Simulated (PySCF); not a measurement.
CH4Cl2GaN, SMILES C[NH][Ga]([Cl])[Cl].

Coordinates come from a B3LYP-D3(BJ)/def2-SVP optimisation. The structure was generated by enumeration; whether it is a known compound was not checked. The values are those of a single conformer.

The numbers are results of PBE/def2-TZVP in PySCF, not measurements.

| Property | Result |
|---|---|
| total energy | -2939.92247 hartree |
| point group | Cs |
| highest occupied level | -6.01 eV |
| lowest empty level | -2.09 eV |
| orbital gap | 3.93 eV |
| dipole moment | 2.81 D |
| quadrupole, principal values (traceless, Buckingham form, about the centre of nuclear charge) | -4.51, 0.69, 3.83 D·Å |
| mean static polarisability | 73.9 bohr³ (10.96 Å³) |
| polarisability, principal values | 52.5, 77.7, 91.6 bohr³ |
